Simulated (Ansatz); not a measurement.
Correlation energies of C$_{4}$H$_{15}$NSi$_{2}$ (`CC(C)(C)N([SiH3])[SiH3]`) by basis set

```xyz
22

C     1.801   -0.069    0.206
C     0.361   -0.548    0.034
C     0.248   -1.388   -1.234
C    -0.033   -1.423    1.219
N    -0.543    0.635   -0.053
Si   -0.802    1.395   -1.590
Si   -1.153    1.349    1.404
H     1.903    0.526    1.116
H     2.105    0.550   -0.641
H     2.488   -0.917    0.273
H     0.897   -2.263   -1.158
H     0.561   -0.832   -2.122
H    -0.778   -1.731   -1.385
H     0.069   -0.892    2.170
H     0.619   -2.297    1.268
H    -1.065   -1.768    1.125
H    -1.645    0.581   -2.509
H    -1.490    2.685   -1.347
H     0.482    1.660   -2.300
H    -2.176    0.507    2.083
H    -1.778    2.644    1.047
H    -0.067    1.596    2.396
```

The species carries charge 0 and has multiplicity 1. The structure was optimised at the PBE0-D4/def2-TZVP level. Frozen core, restricted reference, the Gaussian-basis code of Ansatz. CBS rows extrapolate triple and quadruple zeta; past MP2 they add the triple-zeta difference.

```csv
basis,HF (Eh),MP2 corr.
def2-SVP,-792.21173,-0.96294
def2-TZVPP,-792.65486,-1.18426
def2-QZVPP,-792.68366,-1.26101
```

Estimate the CCSD correlation energy and the (T) correction in each basis where they were run (hartree).


| basis | CCSD corr. | (T) |
| --- | --- | --- |
| def2-SVP | -1.06280 | -0.03207 |
| def2-TZVPP | -1.26977 | -0.05015 |
| CBS(def2) | -1.40336 | as TZ |
